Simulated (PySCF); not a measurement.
**KHg: from constants to spectrum**

PBE constants of KHg, ²Σ⁺ (doublet), unpaired electrons σ ↑ (K def2-SVP, Hg def2-SVP with ECP60; scalar-relativistic core potentials (PySCF 2.14); masses 38.9637 and 201.9706 u):

| Quantity | Value |
| --- | --- |
| ωe | 39.0 cm⁻¹ |
| ωexe | 0.576 cm⁻¹ |
| Be | 0.032636 cm⁻¹ |
| αe | 0.000536 cm⁻¹ |
| De to K + Hg | 0.080 eV |

Problem. What force constant and bond length do these constants imply?

Solution. Reduced mass μred = 32.663 u; k = 5.8918×10⁻⁷·μred·ωe² (u, cm⁻¹, mdyn/Å) = 0.0293 mdyn/Å; Re = √(16.8576/(μred·Be)) (u, cm⁻¹, Å) = 3.977 Å.

Problem. Estimate the centrifugal constant D from the Kratzer relation and find the Dunham coefficient a1.

Solution. D = 4Be³/ωe² = 9.14e-08 cm⁻¹; a1 = −1 − αeωe/(6Be²) = -4.27.

The bond is weak. Basis-set superposition, not corrected here, can be much of De in a small basis, most of all at correlated wavefunction levels. Functionals without a dispersion term scatter widely for such bonds, and LDA overbinds them. Spin–orbit coupling is left out. The state was picked by a PBE0 search and need not be the measured ground state.
